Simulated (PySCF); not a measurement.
## Calculated data, GeH₄NOSi, GeH₃NOSi, CH₅AlBGe, AlGeH₃N and others

All values are calculated (PySCF 2.14.0). Calculation on a computer-drawn molecule: the log of a Hartree-Fock and frozen-core CCSD(T) single point meant for a local Hartree-Fock minimum, with one planted fault or none, to be diagnosed. Offsets are logged minus clean, where the clean run is the same molecule without the fault. The reference is restricted for singlets and unrestricted otherwise, and also for a bond in bohr or an excited solution. Adding or removing an electron swaps singlet and doublet. The excited solution moves the top pair (singlet) or top alpha electron (doublet) to the lowest empty orbital. Highest occupied and lowest empty are orbital energies over both spins, largest force is the largest gradient component, triples share is (T) over the correlation energy, the T1 limit is 0.02 restricted and 0.045 unrestricted, electrons count all cores, a negative frequency is imaginary (commonest isotopes), and the dipole is about the centre of nuclear charge; on germanium a core potential holds 10 electrons, which the energies leave out, and 3d is frozen in MP2 and coupled-cluster steps.

Common to all runs: meant multiplicity 1; meant basis cc-pV(D+d)Z; meant basis and core potential on germanium cc-pVDZ-PP ECP10MDF; logged SCF converged yes; logged CC converged yes; logged SCF stable within its kind yes; possible faults no fault, one electron removed, one electron added, multiplicity raised by two, geometry at a saddle point, SCF held on an excited solution, minimal basis STO-3G, one bond length entered in bohr, all coordinates scaled.

(1) 
```xyz
8
formula=GeH4NOSi meant_charge=1 logged_electrons=64 logged_basis_functions=94 logged_spin_squared=0 logged_highest_occupied=-16.052 logged_lowest_empty=-3.8627 logged_largest_force=2.973e-05 logged_lowest_frequency=81.569 logged_T1_diagnostic=0.018692 logged_D1_diagnostic=0.058782 logged_triples_share=0.028902 logged_dipole_magnitude=1.5435 logged_energy_HF=-713.74878 logged_energy_CCSD(T)=-714.30887 planted_fault=no_fault HF_energy_offset_from_clean_run=0 CCSD(T)_energy_offset_from_clean_run=0
O     -2.2170    -0.2560     0.9992
Si    -0.9574    -0.4100     0.0474
N      0.0810     0.7617    -0.1489
Ge     1.0714     2.1290    -0.2209
H     -2.8760    -0.9209     1.1577
H     -0.8287    -1.6933    -0.6239
H      2.2300     2.2698     0.7367
H      0.8217     3.1840    -1.2716
```

Units: logged_highest_occupied, logged_lowest_empty in eV; logged_largest_force in hartree/bohr; logged_lowest_frequency in cm⁻¹; logged_dipole_magnitude in debye; logged_energy_HF, logged_energy_CCSD(T) in hartree; HF_energy_offset_from_clean_run, CCSD(T)_energy_offset_from_clean_run in kcal/mol.

Drawn bonds:
```tsv
atom	other atom	order
1	2	1
2	3	2
3	4	1
1	5	1
2	6	1
4	7	1
4	8	1
```

(2) 
```xyz
7
formula=GeH3NOSi meant_charge=0 logged_electrons=64 logged_basis_functions=89 logged_spin_squared=1.2968 logged_highest_occupied=-6.2169 logged_lowest_empty=1.5275 logged_largest_force=0.066253 logged_T1_diagnostic=0.049581 logged_D1_diagnostic=0.20864 logged_triples_share=0.032807 logged_dipole_magnitude=2.9209 logged_energy_HF=-713.24526 logged_energy_CCSD(T)=-713.78311 planted_fault=one_bond_length_entered_in_bohr,row_1_of_the_drawn_bonds HF_energy_offset_from_clean_run=68.95 CCSD(T)_energy_offset_from_clean_run=94.07
O      0.0823    -0.3769     0.1984
Si     2.8538    -0.0096     1.7193
N      3.3042     1.5625     1.2500
Ge     2.8571     2.4599    -0.1017
H     -0.3513    -1.2063     0.3427
H      3.2467     3.9305    -0.2065
H      2.1741     1.9561    -1.3697
```

Units: logged_highest_occupied, logged_lowest_empty in eV; logged_largest_force in hartree/bohr; logged_dipole_magnitude in debye; logged_energy_HF, logged_energy_CCSD(T) in hartree; HF_energy_offset_from_clean_run, CCSD(T)_energy_offset_from_clean_run in kcal/mol.

Drawn bonds:
```tsv
atom	other atom	order
1	2	1
2	3	1
3	4	2
1	5	1
4	6	1
4	7	1
```

Notes: T1 above single-reference limit.

(3) 
```xyz
7
formula=GeH3NOSi meant_charge=0 logged_electrons=64 logged_basis_functions=89 logged_spin_squared=0 logged_highest_occupied=-8.9038 logged_lowest_empty=0.48542 logged_largest_force=0.065943 logged_T1_diagnostic=0.028845 logged_D1_diagnostic=0.1007 logged_triples_share=0.041552 logged_dipole_magnitude=2.8822 logged_energy_HF=-713.29871 logged_energy_CCSD(T)=-713.9039 planted_fault=all_coordinates_scaled,by_+9.4_% HF_energy_offset_from_clean_run=35.41 CCSD(T)_energy_offset_from_clean_run=18.28
O      0.0901    -0.4123     0.2170
Si     1.6945    -0.1997     1.0975
N      2.1873     1.5202     0.5841
Ge     1.6981     2.5020    -0.8946
H     -0.3843    -1.3197     0.3749
H      2.1244     4.1107    -1.0093
H      0.9510     1.9508    -2.2818
```

Units: logged_highest_occupied, logged_lowest_empty in eV; logged_largest_force in hartree/bohr; logged_dipole_magnitude in debye; logged_energy_HF, logged_energy_CCSD(T) in hartree; HF_energy_offset_from_clean_run, CCSD(T)_energy_offset_from_clean_run in kcal/mol.

Drawn bonds:
```tsv
atom	other atom	order
1	2	1
2	3	1
3	4	2
1	5	1
4	6	1
4	7	1
```

Notes: T1 above single-reference limit.

(4) 
```xyz
7
formula=GeH3NOSi meant_charge=0 logged_electrons=64 logged_basis_functions=89 logged_spin_squared=0 logged_highest_occupied=-8.0816 logged_lowest_empty=0.76772 logged_largest_force=4.333e-05 logged_lowest_frequency=-62.875 logged_T1_diagnostic=0.020842 logged_D1_diagnostic=0.065456 logged_triples_share=0.034142 logged_dipole_magnitude=3.6238 logged_energy_HF=-713.35038 logged_energy_CCSD(T)=-713.92845 planted_fault=geometry_at_a_saddle_point HF_energy_offset_from_clean_run=2.987 CCSD(T)_energy_offset_from_clean_run=2.87
O     -2.4545     0.5501     0.0000
Si    -1.2326    -0.5750     0.0000
N      0.1414     0.4504     0.0000
Ge     1.7419    -0.0618     0.0000
H     -3.3280     0.1858     0.0000
H      2.8758     0.9529     0.0000
H      2.2560    -1.5025     0.0000
```

Units: logged_highest_occupied, logged_lowest_empty in eV; logged_largest_force in hartree/bohr; logged_lowest_frequency in cm⁻¹; logged_dipole_magnitude in debye; logged_energy_HF, logged_energy_CCSD(T) in hartree; HF_energy_offset_from_clean_run, CCSD(T)_energy_offset_from_clean_run in kcal/mol.

Drawn bonds:
```tsv
atom	other atom	order
1	2	1
2	3	1
3	4	2
1	5	1
4	6	1
4	7	1
```

Notes: T1 above single-reference limit.

(5) 
```xyz
9
formula=CH5AlBGe meant_charge=1 logged_electrons=60 logged_basis_functions=99 logged_spin_squared=0 logged_highest_occupied=-13.503 logged_lowest_empty=-5.2073 logged_largest_force=2.479e-05 logged_lowest_frequency=45.12 logged_T1_diagnostic=0.020619 logged_D1_diagnostic=0.065758 logged_triples_share=0.038009 logged_dipole_magnitude=10.907 logged_energy_HF=-600.42375 logged_energy_CCSD(T)=-600.83836 planted_fault=no_fault HF_energy_offset_from_clean_run=0 CCSD(T)_energy_offset_from_clean_run=0
Al    -1.1827     3.0152     1.9971
B     -0.2021     1.2490     1.7525
C      0.4624     0.0791     1.4770
Ge     0.9182    -0.2419    -0.4447
H     -1.9279     4.3535     2.1903
H      0.7704    -0.6923     2.1754
H      2.4333    -0.3370    -0.5317
H      0.2128    -1.5232    -0.8603
H      0.3925     0.9604    -1.2315
```

Units: logged_highest_occupied, logged_lowest_empty in eV; logged_largest_force in hartree/bohr; logged_lowest_frequency in cm⁻¹; logged_dipole_magnitude in debye; logged_energy_HF, logged_energy_CCSD(T) in hartree; HF_energy_offset_from_clean_run, CCSD(T)_energy_offset_from_clean_run in kcal/mol.

Drawn bonds:
```tsv
atom	other atom	order
1	2	1
2	3	2
3	4	1
1	5	1
3	6	1
4	7	1
4	8	1
4	9	1
```

Notes: T1 above single-reference limit.

(6) 
```xyz
6
formula=AlGeH3N meant_charge=1 logged_electrons=54 logged_basis_functions=75 logged_spin_squared=0.9102 logged_highest_occupied=-14.338 logged_lowest_empty=-4.3032 logged_largest_force=0.014784 logged_T1_diagnostic=0.035405 logged_D1_diagnostic=0.11275 logged_triples_share=0.04232 logged_dipole_magnitude=4.0336 logged_energy_HF=-591.13233 logged_energy_CCSD(T)=-591.451 planted_fault=one_bond_length_entered_in_bohr,row_5_of_the_drawn_bonds HF_energy_offset_from_clean_run=60.72 CCSD(T)_energy_offset_from_clean_run=70.7
Al    -2.0726    -0.7925    -2.1490
N     -0.8510    -0.4154    -1.0972
Ge     0.3964    -0.0297    -0.0227
H     -3.2083    -1.1434    -3.1269
H      0.7137    -0.9250     1.1557
H      1.9685     2.3332    -0.3790
```

Units: logged_highest_occupied, logged_lowest_empty in eV; logged_largest_force in hartree/bohr; logged_dipole_magnitude in debye; logged_energy_HF, logged_energy_CCSD(T) in hartree; HF_energy_offset_from_clean_run, CCSD(T)_energy_offset_from_clean_run in kcal/mol.

Drawn bonds:
```tsv
atom	other atom	order
1	2	1
2	3	2
1	4	1
3	5	1
3	6	1
```

(7) 
```xyz
7
formula=AlGeH4O meant_charge=1 logged_electrons=56 logged_basis_functions=80 logged_spin_squared=0 logged_highest_occupied=-16.812 logged_lowest_empty=-3.888 logged_largest_force=1.046e-05 logged_lowest_frequency=132.55 logged_T1_diagnostic=0.017573 logged_D1_diagnostic=0.042367 logged_triples_share=0.022533 logged_dipole_magnitude=7.7537 logged_energy_HF=-612.29122 logged_energy_CCSD(T)=-612.65935 planted_fault=no_fault HF_energy_offset_from_clean_run=0 CCSD(T)_energy_offset_from_clean_run=0
Al    -0.9198     1.7839    -1.7282
O      0.1058     0.5586    -1.7921
Ge     1.2956    -0.8632    -1.8662
H     -1.9053     2.9613    -1.6668
H      2.6289    -0.1992    -2.1484
H      0.7627    -1.7165    -3.0002
H      1.1831    -1.4956    -0.4931
```

Units: logged_highest_occupied, logged_lowest_empty in eV; logged_largest_force in hartree/bohr; logged_lowest_frequency in cm⁻¹; logged_dipole_magnitude in debye; logged_energy_HF, logged_energy_CCSD(T) in hartree; HF_energy_offset_from_clean_run, CCSD(T)_energy_offset_from_clean_run in kcal/mol.

Drawn bonds:
```tsv
atom	other atom	order
1	2	1
2	3	1
1	4	1
3	5	1
3	6	1
3	7	1
```

(8) 
```xyz
7
formula=AlGeH4O meant_charge=1 logged_electrons=56 logged_basis_functions=80 logged_spin_squared=0 logged_highest_occupied=-16.366 logged_lowest_empty=-4.2271 logged_largest_force=0.037043 logged_T1_diagnostic=0.021594 logged_D1_diagnostic=0.053439 logged_triples_share=0.026731 logged_dipole_magnitude=8.0215 logged_energy_HF=-612.26137 logged_energy_CCSD(T)=-612.64101 planted_fault=all_coordinates_scaled,by_+7.2_% HF_energy_offset_from_clean_run=18.73 CCSD(T)_energy_offset_from_clean_run=11.51
Al    -0.9860     1.9123    -1.8526
O      0.1134     0.5989    -1.9211
Ge     1.3889    -0.9253    -2.0006
H     -2.0425     3.1746    -1.7868
H      2.8182    -0.2136    -2.3031
H      0.8176    -1.8401    -3.2162
H      1.2683    -1.6032    -0.5286
```

Units: logged_highest_occupied, logged_lowest_empty in eV; logged_largest_force in hartree/bohr; logged_dipole_magnitude in debye; logged_energy_HF, logged_energy_CCSD(T) in hartree; HF_energy_offset_from_clean_run, CCSD(T)_energy_offset_from_clean_run in kcal/mol.

Drawn bonds:
```tsv
atom	other atom	order
1	2	1
2	3	1
1	4	1
3	5	1
3	6	1
3	7	1
```

Notes: T1 above single-reference limit.

(9) 
```xyz
9
formula=AlBGeH6 meant_charge=0 logged_electrons=57 logged_basis_functions=90 logged_spin_squared=0.7626 logged_highest_occupied=-1.3152 logged_lowest_empty=5.4518 logged_largest_force=0.030366 logged_T1_diagnostic=0.01303 logged_D1_diagnostic=0.031085 logged_triples_share=0.026834 logged_dipole_magnitude=3.075 logged_energy_HF=-563.41395 logged_energy_CCSD(T)=-563.746 planted_fault=one_electron_added HF_energy_offset_from_clean_run=-2.266 CCSD(T)_energy_offset_from_clean_run=-14.97
Al     2.4735     1.6014     1.2355
B      1.7083     0.0077     0.0254
Ge    -0.0235     0.0687    -1.1539
H      2.0152     1.7615     2.7455
H      3.4871     2.6607     0.6302
H      2.2729    -1.0550    -0.0336
H      0.3322    -0.2013    -2.6252
H     -1.0085    -1.0206    -0.6986
H     -0.7702     1.4124    -1.1021
```

Units: logged_highest_occupied, logged_lowest_empty in eV; logged_largest_force in hartree/bohr; logged_dipole_magnitude in debye; logged_energy_HF, logged_energy_CCSD(T) in hartree; HF_energy_offset_from_clean_run, CCSD(T)_energy_offset_from_clean_run in kcal/mol.

Drawn bonds:
```tsv
atom	other atom	order
1	2	1
2	3	1
1	4	1
1	5	1
2	6	1
3	7	1
3	8	1
3	9	1
```

(10) 
```xyz
13
formula=C2H9AlGe meant_charge=0 logged_electrons=66 logged_basis_functions=119 logged_spin_squared=2.0144 logged_highest_occupied=-4.8567 logged_lowest_empty=-1.8514 logged_largest_force=0.12075 logged_T1_diagnostic=0.026618 logged_D1_diagnostic=0.16987 logged_triples_share=0.029732 logged_dipole_magnitude=5.8893 logged_energy_HF=-616.07004 logged_energy_CCSD(T)=-616.60673
Al    -1.1459     0.0669     0.6096
C      0.6400     0.9184     0.6203
C      1.8432     0.0143     0.9629
Ge     2.2132    -1.3124    -0.4420
H     -1.4507    -1.1423     1.5870
H     -2.3040     0.6478    -0.3015
H      0.8076     1.4361    -0.3327
H      0.5726     1.7296     1.3636
H      1.6689    -0.5339     1.8936
H      2.7557     0.5991     1.1159
H      2.7579    -0.6336    -1.7063
H      3.2060    -2.3869     0.0159
H      0.8849    -2.0030    -0.8228
```

Units: logged_highest_occupied, logged_lowest_empty in eV; logged_largest_force in hartree/bohr; logged_dipole_magnitude in debye; logged_energy_HF, logged_energy_CCSD(T) in hartree.

Drawn bonds:
```tsv
atom	other atom	order
1	2	1
2	3	1
3	4	1
1	5	1
1	6	1
2	7	1
2	8	1
3	9	1
3	10	1
4	11	1
4	12	1
4	13	1
```

Q: Which fault was planted in the run of C₂H₉AlGe (entry 10)?
A: multiplicity raised by two

Further results for C₂H₉AlGe (entry 10):

* HF energy offset from clean run: 109.6 kcal/mol
* CCSD(T) energy offset from clean run: 113.7 kcal/mol
